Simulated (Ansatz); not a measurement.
```yaml
crystal:
  periodic: [false, false, false]
  atoms:
    - {symbol: N, position_ang: [0.344136, 0.567172, 2.179749]}
    - {symbol: C, position_ang: [0.790723, 0.050328, 1.118330]}
    - {symbol: C, position_ang: [0.000595, -0.690357, 0.087958]}
    - {symbol: Si, position_ang: [-0.491613, 0.444118, -1.357804]}
    - {symbol: Cl, position_ang: [0.960334, -2.040162, -0.596772]}
    - {symbol: H, position_ang: [-0.653564, 0.377382, 2.298099]}
    - {symbol: H, position_ang: [1.851262, 0.179483, 0.885476]}
    - {symbol: H, position_ang: [-0.894104, -1.128461, 0.535898]}
    - {symbol: H, position_ang: [-1.368480, 1.519794, -0.826745]}
    - {symbol: H, position_ang: [0.742598, 1.026555, -1.936149]}
    - {symbol: H, position_ang: [-1.216686, -0.362949, -2.367540]}
basis:
  gaussian: {orbitals: "6-31++G**", final_grid: {core_spheres: 1, valence_spheres: 1, degree: 3}}
magnetization: {spin_polarized: true, initial_magnetization: 2}
hamiltonian: {xc: {name: wB97M-V}}
```

```sh
$ ansatz run in.yaml --threads 4 --pin off --events-out ev --progress --plain --max-ram 10444MiB
```

It prints (some lines left out):

```
Functional definition: wB97M-V
1443 factors; their error is unknown
348 factors; integrals over basis functions are off by at most 2.0e-5 eV
mean field evaluation 1: about -24041.4558 eV, gradient 4.4e1 eV
mean field evaluation 2: about -24002.0424 eV, gradient 8.8e1 eV
mean field evaluation 4: about -24051.8342 eV, gradient 1.1e1 eV
mean field evaluation 8: about -24052.9868 eV, gradient 9.5e-1 eV
mean field evaluation 16: about -24033.8330 eV, gradient 7.0e-1 eV
mean field evaluation 32: about -24033.8446 eV, gradient 1.5e-4 eV
mean field -24034.31582434 eV, -883.2448155002 hartree, gradient 7.5e-6 eV, S^2 2.016034; 6 other end points of the search recorded, 0 dependent functions left out
reference -24034.31585698 eV, -883.2448166998 hartree; 29, 27 occupied and 110, 112 virtual orbitals, 1443 factors
Total energy: -24034.31585698 eV, -883.2448166998 hartree
```

(1) What is wrong with this run?

Answers

(1) The integration grid is far too coarse. The run converged. The result belongs to that input, not to the molecule as meant.
